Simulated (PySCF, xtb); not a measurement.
F₃H₃HfO₂, SMILES [OH][Hf](<-[OH2])([F])([F])[F], multiplicity 1. The values are those of a single conformer.

Harmonic wavenumbers (cm⁻¹) from xtb 6.7.1 with GFN2-xTB at its own minimum, in rising order: 62, 98, 110, 128, 146, 175, 196, 217, 230, 276, 369, 418, 459, 465, 482, 498, 568, 1432, 3425, 3446, 3552.

Q: What does B3LYP-D3(BJ)/def2-SVP (PySCF 2.14.0) give at its own minimum? (Estimate from the structure and the level; the computed values follow.)

A: 82, 90, 147, 148, 184, 192, 203, 241, 289, 318, 318, 382, 525, 623, 630, 647, 715, 1587, 3778, 3875, 3992. Paired by order, the mean absolute difference is 114 cm⁻¹ and the zero-point energies are 23.9 and 27.1 kcal/mol.
